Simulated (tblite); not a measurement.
Species: C5H15PSi2.
Numbering: `[CH3:1][CH:2]([CH3:3])[SiH2:4]/[CH:5]=[CH:6]\[SiH2:7][PH2:8]` (hydrogens: H9, H10, H11 on C1; H12 on C2; H13, H14, H15 on C3; H16, H17 on Si4; H18 on C5; H19 on C6; H20, H21 on Si7; H22, H23 on P8)

Structure used (GFN2-xTB), in Å, numbered top down from 1:
```
atom  x, y, z in Å
C1    -2.7847    0.8499    0.2253
C2    -1.8229    0.5538   -0.9230
C3    -1.7729   -0.9488   -1.1885
Si4   -0.0776    1.2644   -0.5820
C5     0.5594    0.5538    1.0432
C6     1.4057   -0.4592    1.2263
Si7    2.2979   -1.4772   -0.0888
P8     4.0860   -0.4108   -0.9395
H9    -2.8422    1.9188    0.4198
H10   -3.7873    0.4932   -0.0098
H11   -2.4559    0.3527    1.1358
H12   -2.2189    1.0396   -1.8215
H13   -2.7713   -1.3366   -1.3906
H14   -1.1424   -1.1702   -2.0469
H15   -1.3710   -1.4767   -0.3250
H16    0.8082    0.9513   -1.7100
H17   -0.1707    2.7238   -0.4180
H18    0.1651    1.0418    1.9318
H19    1.6574   -0.7331    2.2489
H20    2.8076   -2.6929    0.5603
H21    1.4389   -1.8361   -1.2195
H22    3.4267    0.7792   -1.1889
H23    4.5602    0.0464    0.2779
```

All values are computed: GFN2-xTB (tblite) harmonic vibrations without scaling, gas phase. Against measured fundamentals such values can be off by several per cent, at times by over 20. Modes of hydrogen on phosphorus and silicon can be 10 to 20 % off. One conformer, not necessarily the lowest.

Harmonic wavenumbers (cm⁻¹): 29.6, 39.0, 50.4, 70.1, 78.5, 135.1, 152.6, 229.1, 246.9, 247.5, 296.3, 336.3, 360.3, 414.8, 443.2, 466.2, 511.0, 559.7, 591.6, 607.1, 627.1, 654.1, 673.9, 706.0, 720.0, 742.3, 770.9, 773.0, 788.9, 946.0, 948.5, 957.6, 994.1, 1042.6, 1134.3, 1149.6, 1179.7, 1190.1, 1277.4, 1311.1, 1329.9, 1413.0, 1425.2, 1501.6, 1508.6, 1512.5, 1516.1, 1621.4, 2191.9, 2199.0, 2212.0, 2235.4, 2297.7, 2381.3, 2922.0, 2962.4, 2982.6, 2999.4, 3003.5, 3015.6, 3024.6, 3029.7, 3030.6.

A = 2135, B = 507.6, C = 497.8 MHz; mass 162.045 u (most abundant isotopes); point group C1, symmetry number 1.

Problem. Zero-point energy?

Solution. ½Σν̃ = 38384 cm⁻¹ = 459.18 kJ/mol.

Problem. Entropy at 298.15 K, 1 bar (ideal gas, RRHO, classical rotation)?

Solution. Translation 172.31, rotation 128.73, vibration 195.70: S = 496.7 J/(mol K).

Problem. And Cp and H(298.15 K) − H(0)?

Solution. Cp = 215.49 J/(mol K), of which vibrations give 182.24 (their classical limit is 63 R = 523.8); H(298.15 K) − H(0) = 38.67 kJ/mol without the zero-point energy, 28.76 from vibrations.

Problem. Blend soft modes into free rotors: weight 1/[1 + (100 cm⁻¹/ν̃)⁴] for the oscillator and the rest for a rotor with moment μB/(μ + B), μ = h/(8π²ν), B = 10⁻⁴⁴ kg m². What vibrational entropy results?

Solution. 171.07 J/(mol K) in place of 195.70, which changes −T·S at 298.15 K by +7.34 kJ/mol.

Problem. Which modes carry the vibrational entropy at 298.15 K?

Solution. 29.6 cm⁻¹: 24.50; 39.0 cm⁻¹: 22.21; 50.4 cm⁻¹: 20.09; 70.1 cm⁻¹: 17.37; 78.5 cm⁻¹: 16.43; 135.1 cm⁻¹: 12.02 J/(mol K); the other 57 give 83.08 together.

Hindered rotation and anharmonicity are outside this model. Other conformers, if any are populated, would add a mixing term that is left out. The structure is chiral; the term R ln 2 for an equal mix with its mirror image is left out.
